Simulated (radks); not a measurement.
Results of a calculation; reference values are marked as such.
Neutral lithium, configuration 1s1.5 2s1 3d0.5 (fractional occupations, a model configuration). Level of theory: Dirac Kohn-Sham, LDA (Slater exchange, Perdew-Zunger correlation), spin-unpolarised, spherical densities, point nucleus; open shells fill j = l - 1/2 first (a radial shooting solver on a logarithmic mesh with Libxc functionals).

Spin-orbit splittings of the eigenvalues, e(l+1/2) - e(l-1/2), with zeta = 2 splitting/(2l+1) and mean radii in bohr:

2p: occ. 0; splitting (eV) 0.0005064; zeta (eV) 0.0003376; <r> j=l-1/2 3.261; <r> j=l+1/2 3.262
3d: occ. 0.5; splitting (eV) 2.454e-06; zeta (eV) 9.818e-07; <r> j=l-1/2 14.15; <r> j=l+1/2 14.15
